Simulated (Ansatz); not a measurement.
`F[SiH2]C[SiH2]F` and `F[SiH2]C[SiH2]Cl` differ in one atom or group.

Ansatz, PBE0-D4/def2-TZVP geometries, multiplicity 1. Each molecule was computed in one conformer, which needn't be the lowest.

| property | `F[SiH2]C[SiH2]F` |
| --- | --- |
| size of the dipole moment (PBE/def2-TZVPP) / D | 0.50 |
| LUMO energy (PBE/def2-TZVPP) / eV | -1.36 |
| zero-point energy (PBE0-D4/def2-TZVP) / kJ/mol | 176.8 |
| HOMO energy (PBE0/def2-TZVPP) / eV | -9.34 |
| HOMO–LUMO gap (B3LYP/def2-TZVPP) / eV | 8.39 |
| LUMO energy (PBE0/def2-TZVPP) / eV | -0.50 |

Task: Give the same properties after the change, and the shifts. (An estimate is asked.)

Result: The calculation gave: 
```
                                      property  `F[SiH2]C[SiH2]Cl`  shift
size of the dipole moment (PBE/def2-TZVPP) / D                0.51   0.01
             LUMO energy (PBE/def2-TZVPP) / eV               -1.43  -0.07
zero-point energy (PBE0-D4/def2-TZVP) / kJ/mol               173.8   -3.0
            HOMO energy (PBE0/def2-TZVPP) / eV               -8.89   0.45
         HOMO–LUMO gap (B3LYP/def2-TZVPP) / eV                7.88  -0.51
            LUMO energy (PBE0/def2-TZVPP) / eV               -0.56  -0.06
```

With PBE0 the HOMO rises by 0.45 eV and the LUMO falls by 0.06 eV, so the gap narrows by about 0.51 eV. PBE moves the HOMO by 0.38 eV and ωB97M-V by 0.47 eV. Dipoles are sizes alone; their direction can turn.

B3LYP here is the variant with VWN-RPA as its local correlation; programs differ in this.
